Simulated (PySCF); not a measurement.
Level of theory: PBE-D3(BJ)/def2-TZVP // PBE-D3(BJ)/def2-SVP in PySCF 2.14.0. Isolated molecules, 0 K electronic values unless said otherwise. One relaxed conformer stands for a flexible species; it need not be the lowest. Excitations are Tamm–Dancoff values on a coarser integration grid. The basis has no diffuse functions, so Rydberg states are missing or too high.

Reference species (SMILES): `CC[Si]([SiH3])([SiH3])[SiH3]` (C–C–Si–Si torsion 60°) (neutral, multiplicity 1).

```json
{
 "HOMO–LUMO gap": "5.43 eV",
 "S1 excitation (TDA)": "5.61 eV"
}
```

Changed species: `[SiH3][Si]([SiH3])([SiH3])[SiH3]` (0 of 4 SiH3 replaced by C2H5; the reference has 1 of 4 SiH3 replaced by C2H5).

Give the shifts of the HOMO–LUMO gap and S1 excitation (TDA).

the HOMO–LUMO gap increases by 0.36 eV, to 5.79 eV; the S1 excitation (TDA) increases by 0.19 eV, to 5.80 eV.
